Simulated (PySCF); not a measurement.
**Chromium: a sound run and one with changed settings**

Sound run: Cr [Ar] 3d5 4s1, Cr⁺ [Ar] 3d5. Calculation: PySCF 2.14, in 6-31G* (5s4p2d1f, 34 functions); the non-relativistic Hamiltonian (point nucleus). In the sound run the correlated levels freeze [Ar]. The sound run starts from symmetry-adapted Hartree-Fock orbitals and uses a fine grid where one is needed.

Changed run: initial guess sap, at most 50 SCF cycles.

| species | method | sound run (hartree) | changed run (hartree) | converged |
| --- | --- | --- | --- | --- |
| Cr | UHF | -1043.18943 | -1043.18943 | yes |
| Cr | PBE | -1044.01508 | -1044.01508 | yes |
| Cr | r2SCAN | -1044.23282 | -1044.23282 | yes |
| Cr | MP2 | -1043.24531 | -1043.24531 | yes |
| Cr⁺ | UHF | -1042.98882 | -1042.98882 | yes |
| Cr⁺ | PBE | -1043.78077 | -1043.72573 | no |
| Cr⁺ | r2SCAN | -1044.00619 | -1044.00619 | yes |
| Cr⁺ | MP2 | -1043.03789 | -1043.03789 | yes |

Ionisation energy of Cr:

```json
{"method": "UHF", "sound run (eV)": "5.459", "changed run (eV)": "5.459"}
{"method": "r2SCAN", "sound run (eV)": "6.167", "changed run (eV)": "6.167"}
{"method": "MP2", "sound run (eV)": "5.644", "changed run (eV)": "5.644"}
{"method": "SCS-MP2", "sound run (eV)": "5.521", "changed run (eV)": "5.521"}
```

A plain start with occupations fixed only by D2h representation lets s and d (or p and f) orbitals of one representation trade places, so the SCF can reach the same state, another state or none.

For comparison, NIST gives 6.767 eV between the lowest levels.
